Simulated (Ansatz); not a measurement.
`[CH3][Al]([CH3])[N]=C=O` + H₂ → `[CH3][AlH][CH3]` + `N=C=O`  (hydrogenolysis of the Al–N bond)

Computed with Ansatz on PBE0-D4/def2-TZVP structures; ΔE is electronic, products minus reactants. CBS: MP2 limit from def2 TZ/QZ plus the TZ coupled-cluster correction, frozen cores. This one scheme is used for every species. Each species was taken in one conformer, which may not be the lowest.

`[CH3][Al]([CH3])[N]=C=O`:

```xyz
12

C     1.154   -0.479   -1.539
Al   -0.033   -0.050   -0.063
C    -1.859   -0.658    0.193
N     0.631    1.018    1.202
C     1.074    1.734    2.049
O     1.508    2.434    2.878
H     2.031   -1.027   -1.181
H     1.532    0.433   -2.012
H     0.672   -1.085   -2.310
H    -2.546    0.193    0.248
H    -2.205   -1.317   -0.606
H    -1.960   -1.196    1.141
```

H₂:

```xyz
2

H     0.328   -0.168    0.059
H    -0.328    0.168   -0.059
```

`[CH3][AlH][CH3]`:

Cartesian coordinates in Å:
```
C 0.866 -1.494 0.033
Al -0.645 -0.266 0.202
C -0.448 1.641 -0.173
H 1.323 -1.423 -0.960
H 0.599 -2.538 0.208
H 1.655 -1.230 0.748
H -2.071 -0.808 0.667
H 0.547 1.913 -0.535
H -1.180 1.973 -0.917
H -0.646 2.232 0.729
```

`N=C=O`:

```xyz
4

N     0.095    0.105    0.753
C    -0.301   -0.140   -0.362
O    -0.804   -0.413   -1.372
H     1.010    0.448    0.982
```

```tsv
species	CCSD(T)/CBS(def2) energy (Eh)
`[CH3][Al]([CH3])[N]=C=O`	-489.73458
H₂	-1.17544
`[CH3][AlH][CH3]`	-322.33576
`N=C=O`	-168.51995
```

Problem. Work out ΔE.

Solution. ΔE = (-322.33576) + (-168.51995) − (-489.73458) − (-1.17544) = 0.05431 Eh = +142.6 kJ/mol.

Largest T1 diagnostic among the species: 0.018.

Leaving LDA and LC-ωPBE aside and taking each functional with its dispersion term where it has one, the values, not all of them listed here, spread over 14.9 kJ/mol, from B97M-V to BHLYP-D4. From BLYP to BHLYP (50 % exact exchange), in def2-TZVPP and without D4, ΔE moves by +7.2 kJ/mol.
